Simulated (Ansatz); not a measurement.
ClF2HSSi, SMILES `F[Si](F)(S)Cl`, relaxed with RKS PBE-D4/def2-SVP in the Gaussian-basis code of Ansatz from a rough embedded geometry. The force threshold is 0.03 eV/Å; the program also tests the step.

Charge 0, multiplicity 1.

Start:

```xyz
6

F    -0.224    0.936    1.486
Si   -0.190   -0.258    0.391
F    -1.361   -1.289    0.719
S    -0.444    0.491   -1.515
Cl    1.629   -1.216    0.469
H     0.589    1.336   -1.550
```

```csv
step,energy (eV),largest force (eV/Å),largest move (Å)
1,-36658.1409,1.601,0.000
2,-36658.2014,0.694,0.183
3,-36658.2533,0.446,0.110
4,-36658.2566,0.237,0.009
5,-36658.2574,0.034,0.008
6,-36658.2576,0.020,0.006
7,-36658.2579,0.037,0.032
8,-36658.2580,0.038,0.019
9,-36658.2581,0.035,0.025
10 (rejected),-36658.2581,0.022,0.013
11,-36658.2582,0.006,0.003
```

End:

```xyz
6

F    -0.212    0.890    1.540
Si   -0.169   -0.234    0.373
F    -1.353   -1.292    0.681
S    -0.554    0.573   -1.548
Cl    1.648   -1.169    0.523
H     0.640    1.231   -1.569
```

It took 16 s on 2 threads of a server CPU on a shared host, with 0.16 GiB of host memory at the peak.
